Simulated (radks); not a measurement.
The arsenic ion As19+, 14 electrons, occupied as [Ne] 3s2 3p1 4f1 (not the ground configuration).

Calculated with a radial shooting solver on a logarithmic mesh with Libxc functionals: Dirac Kohn-Sham, PBE, spin-unpolarised, spherical densities, point nucleus; open shells fill j = l - 1/2 first.

Energy parts (eV):
total: -55512.908
kinetic: 56919.360
electron-nucleus: -122031.046
Hartree: 11200.105
exchange-correlation: -1601.327

Orbitals (lengths in bohr, moments of r in powers of bohr; r(max) is where P^2 peaks):
| orbital | occ. | eigenvalue (eV) | r(max) | <r> | <r^4> |
|---|---|---|---|---|---|
| 1s1/2 | 2 | -12520.60 | 0.02973 | 0.04548 | 0.00001996 |
| 2s1/2 | 2 | -2258.210 | 0.1692 | 0.1998 | 0.003772 |
| 2p1/2 | 2 | -2107.442 | 0.1333 | 0.1720 | 0.002590 |
| 2p3/2 | 4 | -2069.888 | 0.1363 | 0.1755 | 0.002766 |
| 3s1/2 | 2 | -813.9755 | 0.4735 | 0.5053 | 0.1235 |
| 3p1/2 | 1 | -763.7791 | 0.4554 | 0.4906 | 0.1172 |
| 3p3/2 | 0 | -755.5097 | 0.4611 | 0.4962 | 0.1221 |
| 3d3/2 | 0 | -681.3123 | 0.3753 | 0.4456 | 0.08854 |
| 3d5/2 | 0 | -679.6001 | 0.3769 | 0.4473 | 0.08959 |
| 4s1/2 | 0 | -410.0797 | 0.9718 | 0.9732 | 1.554 |
| 4p1/2 | 0 | -389.9346 | 0.9731 | 0.9738 | 1.605 |
| 4p3/2 | 0 | -386.9407 | 0.9816 | 0.9816 | 1.654 |
| 4f5/2 | 1 | -338.6978 | 0.7513 | 0.8535 | 0.9948 |
| 4f7/2 | 0 | -338.4894 | 0.7521 | 0.8543 | 0.9981 |
| 5f5/2 | 0 | -212.3082 | 1.586 | 1.529 | 9.889 |
| 5f7/2 | 0 | -212.2026 | 1.587 | 1.530 | 9.911 |

The highest occupied level is 4f5/2 at -338.70 eV. The configuration is held as typed, so some empty levels lie below it. Summed over all electrons, <r^2> = 1.994 bohr^2, which gives a Langevin (diamagnetic) susceptibility term of -1.58 x 10^-6 cm^3/mol.

Run on one thread of a shared host, so times are rough (Arm Neoverse N1): 0.12 s of CPU time, 0.12 s wall, 13 iterations on 2476 mesh points.
